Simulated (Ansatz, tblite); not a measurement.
Cost and result up the ladder for Al8Si2⁻ (10 atoms). The state is a doublet with charge -1. Geometry: PBE-D4/def2-SVP.

```xyz
10

Al    2.0510    1.3689   -0.5370
Al    0.7727    1.1951    1.7355
Al   -0.7272    0.7373   -0.4949
Al    1.7120   -1.1007    0.2360
Al   -1.8302    1.0686    2.0766
Al    1.0605   -0.7874   -2.2572
Al   -0.2974   -1.2624    1.8722
Al   -0.7348   -1.9760   -0.7165
Si    0.5387    1.6177   -2.5127
Si   -2.5454   -0.8613    0.5980
```

Ansatz on 4 threads of INTEL XEON PLATINUM 8581C on a shared host; xTB runs through tblite on one thread. Times are rough, summed over both states, and most runs start from the orbitals of an earlier one. PBE0-D4/def2-SVP serves as the yardstick here, not as an exact answer. Differences are given only for rows in sets of like size (and for xTB, whose basis is part of the method), since another set adds its own error. The other state is a quartet at its own geometry, which has other bonds, so the gap mixes isomer and spin.

The xTB rows come from tblite. B3LYP takes the VWN-RPA correlation. The structure comes from a short search, and lower isomers may exist.

Run but left out: HF/6-31G, HF/def2-SVPD, MP2/def2-SVPD (doublet: ⟨S²⟩ 2.64 to 2.73, where a pure state has 0.75).

xTB has no spin-polarisation term.

```csv
level,functions,wall time,quartet − doublet (eV),difference from PBE0-D4/def2-SVP (eV)
GFN2-xTB,90,0.26 s,0.32,-0.28
PBE-D4/def2-SVP,180,12 s,0.67,0.07
revPBE-D4/def2-SVP (with forces),180,13 s,0.65,0.05
B3LYP-D4/6-31G,130,17 s,0.69,–
PBE0-D4/def2-SVP,180,31 s,0.60,0.00
r2SCANh-D4/def2-SVP,180,57 s,0.53,-0.07
r2SCAN-D4/def2-SVP,180,80 s,0.56,-0.04
```
